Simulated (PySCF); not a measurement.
## Removing an electron from `C=CCC#CCC(C)=O`

Species: C8H10O.
SMILES with atom numbers: `[CH2:1]=[CH:2][CH2:3][C:4]#[C:5][CH2:6][C:7]([CH3:8])=[O:9]` (hydrogens: H10, H11 on C1; H12 on C2; H13, H14 on C3; H15, H16 on C6; H17, H18, H19 on C8)

Cartesian coordinates in Å at the PBE0-D3(BJ)/def2-SVP level; atoms count from 1:
```xyz
19
C8H10O angstrom
C      3.1061   -1.4690    0.1274
C      2.0861   -1.0628    0.8816
C      1.8247    0.3686    1.2660
C      0.5170    0.8362    0.8143
C     -0.5785    1.1887    0.4329
C     -1.8945    1.5756   -0.0482
C     -2.7003    0.4826   -0.7611
C     -1.9310   -0.6028   -1.4592
O     -3.9035    0.5418   -0.7667
H      3.8382   -0.7611   -0.2749
H      3.2495   -2.5250   -0.1153
H      1.3642   -1.7953    1.2619
H      1.8748    0.4677    2.3661
H      2.6184    1.0179    0.8602
H     -2.5316    1.9684    0.7595
H     -1.7972    2.3961   -0.7844
H     -1.4321   -1.2366   -0.7089
H     -1.1270   -0.1783   -2.0799
H     -2.6151   -1.2084   -2.0657
```

Level: PBE0/def2-SVPD (PySCF). Frontier orbitals with their largest atomic shares (Löwdin; up to four atoms above 4 %):

```
orbital  ε (eV)                         main atoms
 HOMO−3   -8.28  C5 24 %, O9 21 %, C4 21 %, C3 6 %
 HOMO−2   -7.93   C1 32 %, C2 31 %, O9 7 %, C4 6 %
 HOMO−1   -7.58   C5 34 %, C4 33 %, C3 8 %, C6 7 %
   HOMO   -7.13                                  ?
   LUMO   -0.62   C7 37 %, O9 31 %, C6 7 %, C8 7 %
 LUMO+1   -0.13  C1 31 %, C2 30 %, C3 6 %, H10 6 %
 LUMO+2    0.51  C8 11 %, C5 11 %, C4 11 %, C6 8 %
```

Problem. What vertical ionisation energy does ΔSCF give, and how far is −ε(HOMO) from it?

Solution. ΔSCF: 8.88 eV (856 kJ/mol; threshold wavelength 140 nm); ⟨S²⟩ of the doublet left behind is 0.757, against 0.75 for a pure doublet. −ε(HOMO) is 7.13 eV, 1.75 eV below it. In exact Kohn–Sham theory the two would be equal; PBE0 (global hybrid, 25 % exact exchange) falls short of its own ΔSCF value by 20 %. Holes in the HOMO−1 and HOMO−2 were tried too where these lie within 1.2 eV of the HOMO; the lowest converged state counts.

Problem. On which atoms does the HOMO lie?

Solution. O9 (ketone oxygen) 36 %, C4 (alkyne carbon) 16 %, C5 (alkyne carbon) 14 %, C7 (ketone carbonyl carbon) 8 %, so no atom holds as much as 40 %. The HOMO−1 lies 0.45 eV lower.

Problem. Shift the occupied levels rigidly so that −ε(HOMO) equals the ΔSCF value. What binding energies result?

Solution. The shift is +1.75 eV: HOMO 8.88, HOMO−1 9.33, HOMO−2 9.68, HOMO−3 10.03 eV. A rigid shift is only a rough guide to the deeper ionisations.

Problem. What total energies stand behind the ΔSCF value?

Solution. E(N) = -385.28484 Eh and E(N − 1) = -384.95868 Eh at the same geometry, 0.32616 Eh apart.

The structure is a single PBE0-D3(BJ)/def2-SVP conformer in the gas phase; no vibrational or solvent corrections.
